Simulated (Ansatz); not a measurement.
Cartesian coordinates (Å):
```xyz
19

B      0.0001     0.0169     0.0563
C      0.8626     0.6998    -1.1451
H      0.8717     0.0106    -2.0075
H      1.9170     0.8860    -0.8728
H      0.4334     1.6533    -1.5017
C      0.6846    -1.3298     0.6659
H      0.1356    -1.7442     1.5305
H      1.7357    -1.1832     0.9732
H      0.6855    -2.1091    -0.1161
C     -1.5812    -0.1573    -0.2945
H     -1.6807    -0.8847    -1.1191
H     -2.0575     0.7796    -0.6347
H     -2.1744    -0.5490     0.5513
C      0.1147     2.8090     3.2045
C      0.0750     1.8454     2.1168
N      0.0436     1.0819     1.2551
H      0.6111     2.3660     4.0811
H     -0.9083     3.1033     3.4837
H      0.6721     3.7052     2.8928
```
Charge 0, multiplicity 1.

These are frozen-core CCSD(T)/cc-pVTZ // B3LYP-D3(BJ)/def2-SVP (Ansatz, an electronic-structure program) values and carry that method's errors.

```json
{
  "HF energy": "-275.55488 Ha",
  "MP2 correlation energy": "-1.18420 Ha"
}
```

Question: Estimate the CCSD correlation energy, the (T) correction, the total energy and the T1 diagnostic.

Answer: 
```
Quantity                        Result
-----------------------  -------------
CCSD correlation energy    -1.24182 Ha
(T) correction             -0.05410 Ha
CCSD(T) total energy     -276.85081 Ha
T1 diagnostic                    0.011
```
